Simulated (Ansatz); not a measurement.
AsH3O2 (`O[AsH]O`), 6 atoms. Charge 0, multiplicity 1. Correlated methods include outer-core shells of As, which these sets cover unevenly. Scalar relativity is left out up to krypton. All runs use 2 threads of an Arm Neoverse V1 on a shared host. Correlated methods freeze the cores. Open-shell runs search over several starts.

(1) Give the basis size and wall time and peak host memory of each of these runs in Ansatz. UKS ωB97X-V/def2-TZVPP energy of the cation; UKS PBE0-D4/def2-TZVPP energy of the cation; UHF-MP2/def2-QZVPP energy of the cation; UKS B2PLYP (frozen core)/def2-TZVPP energy of the cation; RHF-CCSD(T)/def2-TZVPP energy; UKS PBE-D4/def2-TZVPP energy of the cation; UHF-CCSD(T)/def2-TZVPP energy of the cation; UKS r2SCAN-D4/def2-TZVPP energy of the cation; RKS BHLYP-D4/def2-TZVPP energy; RKS LC-ωPBE/def2-TZVPP energy; UKS ωB97M-V/def2-TZVPP energy of the cation; RKS r2SCANh-D4/def2-TZVPP energy. (Estimate.)

Answers

(1) The calculation gave: Other jobs shared the machine, so times are rough.

| level | job | functions | wall time | peak host memory (GiB) |
| --- | --- | --- | --- | --- |
| RKS LC-ωPBE/def2-TZVPP | energy | 152 | 1.8 s | 0.19 |
| RKS BHLYP-D4/def2-TZVPP | energy | 152 | 2.1 s | 0.3 |
| RKS r2SCANh-D4/def2-TZVPP | energy | 152 | 3.9 s | 0.31 |
| UKS PBE-D4/def2-TZVPP | energy of the cation | 152 | 3.9 s | 0.19 |
| UKS PBE0-D4/def2-TZVPP | energy of the cation | 152 | 4.9 s | 0.39 |
| UKS r2SCAN-D4/def2-TZVPP | energy of the cation | 152 | 8 s | 0.22 |
| UKS ωB97X-V/def2-TZVPP | energy of the cation | 152 | 14 s | 0.52 |
| UKS B2PLYP (frozen core)/def2-TZVPP | energy of the cation | 152 | 16 s | 0.54 |
| UKS ωB97M-V/def2-TZVPP | energy of the cation | 152 | 16 s | 0.55 |
| RHF-CCSD(T)/def2-TZVPP | energy | 152 | 38 s | 1.1 |
| UHF-MP2/def2-QZVPP | energy of the cation | 293 | 44 s | 1.1 |
| UHF-CCSD(T)/def2-TZVPP | energy of the cation | 152 | 2.8 min | 2.7 |

LC-ωPBE has ω = 0.4 bohr⁻¹.
